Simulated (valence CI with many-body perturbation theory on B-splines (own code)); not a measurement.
## Which ion has this spectrum?

A relativistic CI+MBPT calculation for an atom or ion with 13 electrons gives these levels (eV):

```
  J  Parity       E     g
1/2     odd    0.00  0.66
3/2     odd   82.57  1.33
1/2    even  101.39  2.30
3/2    even  166.52  1.67
5/2    even  177.68  1.38
3/2    even  193.10  0.93
1/2    even  201.26  1.18
3/2    even  237.68  0.85
5/2    even  243.43  1.31
5/2    even  268.01  1.29
1/2    even  284.33  1.83
3/2    even  289.26  1.20
3/2     odd  296.50  1.24
3/2     odd  310.43  0.53
```

The energies are calculated, and their last digits are not significant.

Question: Which is it?
A. Cs42+
B. Xe41+
C. Ba43+
D. Sb38+

Answer: B. Xe41+, ground level (3s^2 3p1/2) J=1/2.
